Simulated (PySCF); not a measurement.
**Working out the ionisation energy of Fe**

Fe [Ar] 3d6 4s2 (5D) → Fe⁺ [Ar] 3d6 4s1 (6D). All numbers are calculated (PySCF 2.14, the spin-free X2C one-electron Hamiltonian (Gaussian nucleus), in ANO-R3 (7s5p5d3f2g1h, 97 functions)). Frozen: [Ne]. Energies in hartree (1 hartree = 27.21139 eV):

| part | Fe (lower) | Fe⁺ (upper) |
| --- | --- | --- |
| UHF | -1271.373419 | -1271.137029 |
| MP2 opposite-spin | -0.419120 | -0.384182 |
| MP2 same-spin | -0.208404 | -0.202540 |

**Question.** What does Hartree-Fock give?

**Answer.** (-1271.137029) − (-1271.373419) = 0.236390 hartree = 6.432 eV.

**Question.** What do MP2 and SCS-MP2 (6/5 opposite-spin, 1/3 same-spin) give?

**Answer.** The opposite-spin parts differ by 0.951 eV and the same-spin parts by 0.160 eV. MP2: 6.432 + (0.951) + (0.160) = 7.543 eV. SCS-MP2: 6.432 + 1.2 × (0.951) + (0.160)/3 = 7.627 eV.

Measured between the centres of the two terms (NIST): 7.904 eV, so MP2 (valence and next inner shell) is off by -0.361 eV.

What remains against the reference includes basis incompleteness, the frozen core and correlation beyond second order.
